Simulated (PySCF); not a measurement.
## Complete the spectrum of trans-Ge(PH3)2F4

Compound: trans-Ge(PH3)2F4.
SMILES: `[F][Ge]([F])([F])([F])(<-[PH3])<-[PH3]`

Computed, not measured: TDDFT CAM-B3LYP/def2-SVPD, vertical, gas phase, core orbitals frozen in the response (PySCF). Isolated species at its PBE0-D3(BJ)/def2-SVP geometry, gas phase. The CAM-B3LYP/def2-SVPD calculation is non-relativistic and has no spin–orbit coupling, an omission that weighs most on germanium.

Lowest singlets, with some entries withheld (?). Orbitals of the list HOMO-3 to LUMO+2 that lie within 0.01 eV of each other are written together with a slash and their weights summed (≥ marks a lower bound); for degenerate orbitals outside that list single weights are arbitrary.

```json
{"state": "S1", "ν̃ (cm⁻¹)": "61120", "f": "?", "main configurations (H = HOMO, L = LUMO)": "H→L (88%)"}
{"state": "S2", "ν̃ (cm⁻¹)": "63540", "f": "?", "main configurations (H = HOMO, L = LUMO)": "H→L+1 (66%), H-1→L+4 (19%)"}
{"state": "S3", "ν̃ (cm⁻¹)": "63980", "f": "?", "main configurations (H = HOMO, L = LUMO)": "H→L+2 (67%), H-1→L+5 (20%)"}
{"state": "S4", "ν̃ (cm⁻¹)": "64530", "f": "?", "main configurations (H = HOMO, L = LUMO)": "H-2→L (80%), H-2→L+6 (14%)"}
{"state": "S5", "ν̃ (cm⁻¹)": "64860", "f": "?", "main configurations (H = HOMO, L = LUMO)": "H-1→L+1 (42%), H→L+4 (35%), H→L+5 (13%)"}
{"state": "S6", "ν̃ (cm⁻¹)": "65230", "f": "?", "main configurations (H = HOMO, L = LUMO)": "H-1→L+2 (41%), H→L+5 (38%), H→L+4 (14%)"}
{"state": "S7", "ν̃ (cm⁻¹)": "65580", "f": "?", "main configurations (H = HOMO, L = LUMO)": "H-1→L (82%), H→L+3 (13%)"}
{"state": "S8", "ν̃ (cm⁻¹)": "68650", "f": "?", "main configurations (H = HOMO, L = LUMO)": "H→L+6 (67%), H-1→L+3 (22%)"}
{"state": "S9", "ν̃ (cm⁻¹)": "69920", "f": "?", "main configurations (H = HOMO, L = LUMO)": "H→L+3 (41%), H-1→L+6 (38%), H-1→L (8%)"}
{"state": "S10", "ν̃ (cm⁻¹)": "71300", "f": "?", "main configurations (H = HOMO, L = LUMO)": "H-3→L (73%), H-3→L+6 (11%)"}
{"state": "S11", "ν̃ (cm⁻¹)": "71310", "f": "?", "main configurations (H = HOMO, L = LUMO)": "H-5→L (40%), H-4→L (34%)"}
{"state": "S12", "ν̃ (cm⁻¹)": "71360", "f": "?", "main configurations (H = HOMO, L = LUMO)": "H-4→L (42%), H-5→L (36%)"}
{"state": "S13", "ν̃ (cm⁻¹)": "73710", "f": "?", "main configurations (H = HOMO, L = LUMO)": "H-7→L (64%), H-7→L+6 (9%)"}
{"state": "S14", "ν̃ (cm⁻¹)": "73770", "f": "?", "main configurations (H = HOMO, L = LUMO)": "H-8→L (66%), H-8→L+6 (10%), H-1→L+5 (8%)"}
{"state": "S15", "ν̃ (cm⁻¹)": "73920", "f": "?", "main configurations (H = HOMO, L = LUMO)": "H-2→L+1 (91%)"}
```

Q: What stands in place of each question mark?

A: 
- S1: f = 0.682
- S2: f = 0.0008
- S3: f = 0.0002
- S4: f = 0.0000
- S5: f = 0.055
- S6: f = 0.058
- S7: f = 0.0009
- S8: f = 0.0010
- S9: f = 0.0000
- S10: f = 0.043
- S11: f = 0.022
- S12: f = 0.026
- S13: f = 0.0023
- S14: f = 0.0000
- S15: f = 0.0027

Q: Where do the lowest triplets lie (Tamm–Dancoff)?

A: T1 6.84 eV, H→L (67%), H→L+6 (11%); T2 6.99 eV, H→L+1 (45%), H-1→L+4 (26%); T3 7.01 eV, H-1→L+1 (35%), H→L+4 (21%), H→L+5 (10%); T4 7.02 eV, H→L+2 (45%), H-1→L+5 (20%), H-1→L+4 (9%). E(S1) − E(T1) = +0.74 eV.

Q: Which level carries the most intensity, and what share of the listed sum of f?

A: S1, with f = 0.682 of 0.892, 76%.

Q: How far apart are S6 and S8, in eV and cm⁻¹?

A: 8.512 − 8.087 = 0.425 eV, or about 3430 cm⁻¹.
